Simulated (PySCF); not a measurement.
# Correlation energy of P²⁺ (phosphorus, charge +2)

[Ne] 3s2 3p1, 2P determinant. Computed with PySCF 2.14 in x2c-SVPall (4s3p1d, 18 functions), with scalar relativity by spin-free X2C-1e. Frozen: [Ne]; 3 electrons correlated.

MP2 pair energies summed by pair of shells (mhartree):

| pair | energy | share (%) |
| --- | --- | --- |
| 3s-3s | -22.80 | 58.0 |
| 3s-3p | -16.50 | 42.0 |

Total MP2 correlation energy: -39.30 mhartree.

Same-spin part -2.33 and opposite-spin part -36.97 mhartree; SCS-MP2 scales them by 1/3 and 6/5 to -45.14 mhartree.

```json
{"level": "CCSD", "correlation energy (mhartree)": "-58.75"}
{"level": "(T)", "correlation energy (mhartree)": "-0.64"}
{"level": "CCSD(T)", "correlation energy (mhartree)": "-59.39"}
```

Diagnostics: T1 = 0.0098, D1 = 0.0226, largest double amplitude 0.109.

Q: Is a single reference adequate?

A: Mostly. T1 lies below 0.03, but a double amplitude of this size points to a near-degeneracy that CCSD handles and MP2 describes poorly.
